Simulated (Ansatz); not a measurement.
Born–Oppenheimer molecular dynamics of CH7AlClNSi (12 atoms, charge 0, multiplicity 1). It starts from a relaxed structure.

Method: RKS LDA/STO-3G in Ansatz 0.2.0.

```yaml
ensemble: NVT, Langevin thermostat
time_step: 0.5 fs
steps_asked: 127
set_temperature: 500 K
friction: 0.01 /fs
seed: 10889
```

First frame:

```xyz
12
Properties=species:S:1:pos:R:3
C -1.482 0.731 0.081
Si -0.051 -0.442 -0.189
N 0.240 -1.235 1.380
Al 1.893 0.589 -0.830
Cl 1.721 2.289 -2.021
H -1.278 1.427 0.905
H -2.401 0.182 0.327
H -1.679 1.326 -0.821
H -0.490 -1.383 -1.228
H 0.926 -2.027 1.265
H -0.643 -1.714 1.701
H 3.320 0.202 -0.538
```

Task: How far do the bonds stretch over the last three quarters of this one trajectory? (Pairs bonded in most of those frames.)

Result: 
```tsv
bond	mean (Å)	spread (Å)	shortest	longest
C1–Si2	1.863	0.014	1.83	1.88
C1–H6	1.098	0.015	1.07	1.13
C1–H7	1.103	0.035	1.04	1.17
C1–H8	1.101	0.036	1.04	1.17
Si2–N3	1.785	0.027	1.74	1.83
Si2–Al4	2.275	0.015	2.25	2.30
Si2–H9	1.480	0.040	1.40	1.56
N3–H10	1.058	0.040	0.99	1.12
N3–H11	1.055	0.029	1.00	1.10
Al4–Cl5	2.062	0.019	2.03	2.10
Al4–H12	1.506	0.017	1.48	1.55
```

Mean temperature of the second half: 350 K. The mean temperature of the second half is 30 % below the set value. A run of 0.064 ps of so small a system gives no equilibrium averages. Limits of this set-up: minimal basis.

Time of the run: 8.9 min on 1 CPU thread of a shared host.
